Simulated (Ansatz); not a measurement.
Reactions of `[SiH3][Al]1[O][SiH2]1`.

Computed with Ansatz on PBE0-D4/def2-TZVP structures; ΔE is electronic, products minus reactants. CCSD(T)/CBS is the MP2 limit (def2-TZVPP, def2-QZVPP) plus CCSD(T) − MP2 in def2-TZVPP, frozen cores. This one scheme is used for every species, atoms too. No spin–orbit coupling; open shells (•) take unrestricted orbitals. Spin–orbit coupling would lower the free atoms: a little for Al, O, Si. For Br, Ge outer-core shells are correlated without core-valence functions, so the limit isn't a true one: a few kJ/mol of doubt a bond, and 10 to 20 or more in all where bonds break to atoms. Scalar relativity is left out up to krypton. Each species was taken in one conformer, which may not be the lowest.

**Question.** Order these by ΔE at CCSD(T)/CBS, lowest first. (An estimate is asked.)
A. `[SiH3][Al]1[O][SiH2]1` + `F[SiH2]P` → `F[SiH]([SiH3])P` + `[O]1[AlH][SiH2]1`
B. `[SiH3][Al]1[O][SiH2]1` → Al• + 5 H• + O• + 2 Si•
C. `[SiH3][Al]1[O][SiH2]1` + HBr → `[Br][Al]1[O][SiH2]1` + SiH₄
D. `[SiH3][Al]1[O][SiH2]1` + `OBS` → `[SiH3]OBS` + `[O]1[AlH][SiH2]1`
E. `[SiH3][Al]1[O][SiH2]1` + H₂O → `[OH][Al]1[O][SiH2]1` + SiH₄
F. `[SiH3][Al]1[O][SiH2]1` + `[Cl][GeH3]` → `[SiH3][GeH2][Cl]` + `[O]1[AlH][SiH2]1`

**Answer.** C (-149.3 kJ/mol), E (-116.6 kJ/mol), D (-68.6 kJ/mol), F (-3.7 kJ/mol), A (+16.4 kJ/mol), B (+2732.7 kJ/mol).

Largest T1 diagnostic: 0.018, for Al•.
